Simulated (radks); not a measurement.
Values are calculated unless marked as measured or tabulated.
Q: Ionisation of the indium ion In2+, [Kr] 4d10 5s1, to In3+, [Kr] 4d10, under several functionals. Dirac Kohn-Sham, spin-unpolarised, spherical densities, finite nucleus; a radial shooting solver on a logarithmic mesh with Libxc functionals. The NIST Atomic Spectra Database gives 28.044 eV (measured). Rank these functionals by the error of their Delta-SCF ionisation energy: LDA (Slater exchange, VWN5 correlation); exchange-only PBE; SOGGA; PW91; LDA (Slater exchange, Perdew-Wang correlation); XLYP; AM05; OLYP.

A: From best to worst: OLYP 28.048 eV (+0.004); SOGGA 28.135 eV (+0.090); AM05 28.225 eV (+0.181); exchange-only PBE 27.704 eV (-0.340); PW91 28.416 eV (+0.372); XLYP 28.606 eV (+0.562); LDA (Slater exchange, Perdew-Wang correlation) 28.734 eV (+0.690); LDA (Slater exchange, VWN5 correlation) 28.736 eV (+0.692). Spin polarisation and multiplet splitting are left out, so open shells lie too high by an amount that depends on their filling.

Beside tabulated values, note that spin-unpolarised runs miss the spin-polarisation part of the exchange energy of open shells.
